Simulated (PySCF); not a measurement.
## C6H8FOP: full NMR table

* Formula: C6H8FOP
* SMILES: C#C[P@@]1(=O)C[C@H](F)[C@H]1C
* InChI: InChI=1S/C6H8FOP/c1-3-9(8)4-6(7)5(9)2/h1,5-6H,4H2,2H3/t5-,6+,9-/m1/s1
* Point group of the computed structure: C1
* Carbon signals: 6
* Proton signals: 6

Structure with atom numbers: `[CH:1]#[C:2][P@@:3]1(=[O:4])[CH2:5][C@H:6]([F:7])[C@H:8]1[CH3:9]`. Hydrogens are named by the atom that carries them. Ha(C5) is cis to F7 on the ring; Hb(C5) is trans to F7 on the ring.

Method: coordinates at the GFN2-xTB level, NMR shieldings at PBE0/pcSseg-1/GIAO, in PySCF 2.14.0 with density-fitted response routines (gas phase, rapidly exchanging positions averaged, relativity neglected, one computed conformer).

References, each an isolated molecule treated in the same way: 1H (31.72 ppm), 13C (186.93 ppm) against TMS; 19F (170.95 ppm) vs CFCl3; H3PO4 for 31P (318.38 ppm); 17O (336.08 ppm) against H2O.

| carbon | δC, type | δH (multiplicity) | HMBC from (2–3 bonds) | span of the C tensor (ppm) |
| --- | --- | --- | --- | --- |
| C1 | 99.5, CH | 2.46 (m) | – | 223 |
| C2 | 82.7, C | – | H(C8), Hb(C5), Ha(C5), H(C1) | 292 |
| C5 | 50.0, CH2 | Hb(C5) 3.17 (m); Ha(C5) 3.00 (m) | H(C6), H(C8) | 58 |
| C6 | 86.7, CH | 4.34 (m) | H(C8), Hb(C5), Ha(C5), H(C9) | 88 |
| C8 | 61.3, CH | 3.25 (m) | H(C6), Hb(C5), Ha(C5), H(C9) | 59 |
| C9 | 15.4, CH3 | 1.52 (m) | H(C6), H(C8) | 25 |

Other nuclei:
| atoms | nucleus | environment | δ (ppm) | σ (ppm) |
| --- | --- | --- | --- | --- |
| F7 | 19F | fluorine on an sp3 carbon | -198.1 | 369.1 |
| P3 | 31P | phosphorus bonded to 3 C, O, in a 4-membered ring | -36.2 | 354.6 |
| O4 | 17O | P=O oxygen | 128.9 | 207.1 |

1. δC 99.5: terminal alkyne carbon; the triple bond shields along its axis, which puts it between sp3 and sp2 carbons.
2. δC 86.7: sp3 CH bonded to F; the inductive effect lowers its shielding.
3. δC 82.7: alkyne carbon; sp carbons lie upfield of alkene carbons because the cylindrical π system leaves one tensor component strongly shielded.
4. δC 61.3: sp3 CH bonded to P.
5. δC 15.4: methyl carbon; aliphatic region, no heteroatom directly attached.

Splittings by 19F and 31P in the carbon and heteronuclear signals aren't shown, as no couplings were computed. Shifts are as computed. Against solution values, carbons near 30 ppm lie about +3 ppm off and those near 130 ppm about +5 ppm. Of 1211 compounds with measured shifts, 218 miss one by over three times the rms of a fit or turn the order of signals round; such compounds aren't used in these exercises. Unscaled 19F shifts against computed CFCl3 carry errors that often reach 10 to 50 ppm. Experimental scales use liquid or dissolved standards, which lie at an offset from isolated H2O (liquid H2O: subtract about 36 ppm) and H3PO4. No couplings were computed; multiplicities are counted from neighbouring protons, with m where these are inequivalent, close in shift, in a saturated or five-membered ring or joined by F or P, and br s for small geminal =CH2 splittings.
